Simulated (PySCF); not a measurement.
H2HfO2, SMILES [OH][Hf][OH] (connectivity only; charge and spin as stated), neutral, multiplicity 3.

Coordinates come from a PBE-D3(BJ)/def2-TZVP optimisation. The spin state was assumed, not searched. The def2 effective core potentials stand for the cores of Hf; spin–orbit coupling is left out. The values are those of a single conformer.

The numbers are results of PySCF with TDA-PBE/def2-SVPD, not measurements.

Vertical excitations. The molecule is in vacuum.

```tsv
state	energy (eV)	λ (nm)	f	main pairs
root 1	0.33	3778	0.000	α HOMO→LUMO 100 %
root 2	1.93	643	0.005	α HOMO−1→LUMO 97 %
root 3	2.30	540	0.000	α HOMO→LUMO+4 100 %
root 4	2.30	538	0.000	α HOMO→LUMO+3 100 %
root 5	2.32	534	0.020	α HOMO→LUMO+2 99 %
root 6	2.34	530	0.032	α HOMO→LUMO+1 96 %
root 7	2.73	453	0.004	α HOMO→LUMO+5 100 %
root 8	2.91	427	0.000	α HOMO→LUMO+6 100 %
root 9	3.58	346	0.000	α HOMO−1→LUMO+3 100 %
root 10	3.66	339	0.034	α HOMO−1→LUMO+4 99 %
```
Unrestricted roots are not spin-pure.
